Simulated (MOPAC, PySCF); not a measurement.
[Hf(Br)4], neutral singlet in the gas phase. 

Z-matrix (Å, degrees):
```
Hf
Br 1 2.4831
Br 1 2.4831 2 109.47
Br 1 2.4832 2 109.44 3 -120.02
Br 1 2.4832 2 109.48 4 -119.99
```
Charge 0, spin multiplicity 1.

All levels are single points at this geometry (BP86-D3(BJ)/def2-SVP); Pople sets use spherical d functions. Orbital energies aren't observables, and empty levels follow the basis.

TPSSh-D3(BJ)/def2-TZVP in PySCF gives HOMO (eV) = -8.27.

Estimate the HOMO (eV) from each of these levels: B3LYP-D3(BJ)/def2-TZVP in PySCF; PBE-D3(BJ)/def2-TZVP in PySCF; B3LYP/6-311+G** (LANL2DZ on Br, Hf) in PySCF; B3LYP/6-31G* (LANL2DZ on Hf) in PySCF; B3LYP/LANL2DZ in PySCF; BP86/6-31G* (LANL2DZ on Hf) in PySCF; M06-2X/6-31G* (LANL2DZ on Hf) in PySCF; PBE/6-31G* (LANL2DZ on Hf) in PySCF; SVWN5/6-31G* (LANL2DZ on Hf) in PySCF; HF/6-31G* (LANL2DZ on Hf) in PySCF; PM6 in MOPAC; PM7 in MOPAC.


```csv
level,HOMO (eV)
B3LYP-D3(BJ)/def2-TZVP in PySCF,-8.63
PBE-D3(BJ)/def2-TZVP in PySCF,-7.65
"B3LYP/6-311+G** (LANL2DZ on Br, Hf) in PySCF",-8.84
B3LYP/6-31G* (LANL2DZ on Hf) in PySCF,-8.66
B3LYP/LANL2DZ in PySCF,-8.84
BP86/6-31G* (LANL2DZ on Hf) in PySCF,-7.81
M06-2X/6-31G* (LANL2DZ on Hf) in PySCF,-10.18
PBE/6-31G* (LANL2DZ on Hf) in PySCF,-7.70
SVWN5/6-31G* (LANL2DZ on Hf) in PySCF,-7.85
HF/6-31G* (LANL2DZ on Hf) in PySCF,-11.82
PM6 in MOPAC,-10.32
PM7 in MOPAC,-10.68
```
